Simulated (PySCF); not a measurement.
B3LYP has the VWN-RPA correlation part, as in Gaussian. Delta-SCF ions had no search for a lower state. Excitations are Tamm–Dancoff values on a coarser integration grid. The basis has no diffuse functions, so Rydberg states are missing or too high.

Species: C4H7NSi, SMILES `C(/C(=C/[SiH3])C)#N` (charge 0, multiplicity 1).

Question: Give the HOMO–LUMO gap, T1 excitation (TDA), S1 oscillator strength, vertical ionisation energy (Delta-SCF), LUMO, S1–T1 gap (TDA), brightest of the four lowest singlets (TDA) and HOMO at the level B3LYP-D3(BJ)/def2-TZVP (PySCF 2.14.0).

Answer: 
```yaml
HOMO–LUMO gap: 5.80 eV
T1 excitation (TDA): 3.53 eV
S1 oscillator strength: 0.001
vertical ionisation energy (Delta-SCF): 9.94 eV
LUMO: -2.06 eV
S1–T1 gap (TDA): 2.42 eV
brightest of the four lowest singlets (TDA): 6.02 eV
HOMO: -7.86 eV
```
